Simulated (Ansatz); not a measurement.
Compare A (`CC(=O)I`) with its isomer B (`O/C=C\I`).

Computed with Ansatz on PBE0-D4/def2-TZVP structures; ΔE is electronic, products minus reactants. CBS: MP2 limit from def2 TZ/QZ plus the TZ coupled-cluster correction, frozen cores. DFT in def2-TZVPP. B3LYP here is the variant with VWN-RPA as its local correlation; programs differ in this. def2 core potentials past Kr. For I outer-core shells are correlated without core-valence functions, which leaves a few kJ/mol of doubt a bond. One conformer a species, not always the lowest.

Problem. Which isomer does CCSD(T)/CBS put lower? Give the gap. (Best estimate.)

Solution. The calculation gave: A, by 16.1 kcal/mol.

Problem. Give E(B) − E(A) in kcal/mol with PBE-D4, MP2/def2-TZVPP, B3LYP, PBE0-D4, r2SCAN-D4, B3LYP-D4, HF/def2-TZVPP. (An estimate is asked.)

Solution. The calculation gave: PBE-D4 19.7, MP2/def2-TZVPP 17.8, B3LYP 19.3, PBE0-D4 17.6, r2SCAN-D4 20.3, B3LYP-D4 19.1, HF/def2-TZVPP 17.6. None reverses the order clearly.

Problem. Does the order hold for the free energy at 298.15 K (harmonic terms from PBE0-D4)? (An estimate is asked.)

Solution. The calculation gave: Yes: G(B) − G(A) = +17.1 kcal/mol, for one conformer each.

Largest T1 diagnostic: 0.014.

Leaving LDA and LC-ωPBE aside and taking each functional with its dispersion term where it has one, the values, not all of them listed here, spread over 4.4 kcal/mol, from ωB97M-V to BLYP-D4. LDA lies −3.8 kcal/mol from PBE without D4. At CCSD(T), def2-SVP lies +5.3 kcal/mol from the extrapolated value and def2-TZVPP +0.8 kcal/mol.
